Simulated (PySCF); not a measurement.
Saddle point of SiNH₅ClF, singlet (SiNH₄Cl ([NH2][SiH2][Cl]) + HF → SiNH₄F ([NH2][SiH2][F]) + HCl; bonds formed: Si1–F7, Cl2–H6; bonds broken: Si1–Cl2, H6–F7), PBE0-D4/def2-TZVP structure:

```xyz
9
angstrom
Si -0.4056 -0.3211 0.0090
Cl 1.3474 -1.9640 0.7038
H -0.6539 -1.2913 -1.0849
H -1.4043 -0.5363 1.0721
N -0.3457 1.1130 -0.8828
H 1.3130 -0.5699 1.3045
F 0.7571 0.4445 1.2670
H -0.0876 2.0128 -0.5165
H -0.5205 1.1124 -1.8721
```

Energies are electronic, without zero-point energy. Barriers and step energies count from the start structure reached by relaxing down the imaginary mode; all methods use the PBE0-D4 structures, on which another method's saddle can fall below an end. PySCF 2.14 with density fitting (its default auxiliary sets; JK sets also for MP2 and CCSD(T)); basis: def2-TZVPP, with def2-QZVPP for the basis limit; cores frozen in the correlated methods. B3LYP uses VWN-RPA correlation. Extrapolation: Hartree–Fock as exp(−7.88 √X), correlation as X^−2.97.

```tsv
method	barrier (eV)	step energy (eV)
SPW92	0.685	-0.264
PBE-D4	0.984	-0.270
r2SCAN-D4	?	-0.358
PBE0-D4	1.148	-0.288
B3LYP-D4	1.195	-0.397
BHLYP-D4	1.364	-0.433
wB97M-V	1.166	-0.369
HF	?	-0.540
MP2	?	-0.364
CCSD	1.375	-0.439
CCSD(T)	1.285	-0.411
```

(1) Fill in the withheld barriers. (An estimate is asked for; the value comes from the calculation.)

T1 diagnostic: at most 0.012.

## Answers

(1) The calculation gives: MP2 1.245; r2SCAN-D4 1.043; HF 1.779 eV. Each is the energy of the saddle less that of the start structure, by the same method.

For comparison, the barrier by CCSD(T) at an estimated basis limit (MP2 extrapolated from triple and quadruple zeta, plus CCSD(T) − MP2 in triple zeta) is 1.276 eV.

Labels in which every atom is bracketed show which atoms are joined, not bond orders.

For scale, one of the runs: CCSD(T)/def2-TZVPP, 216 basis functions, launched by `OMP_NUM_THREADS=4 python run.py`. Time: 5.7 min of wall clock on 4 CPU threads of an AMD EPYC 7B13; the host was shared. Peak host memory: 3.4 GiB.
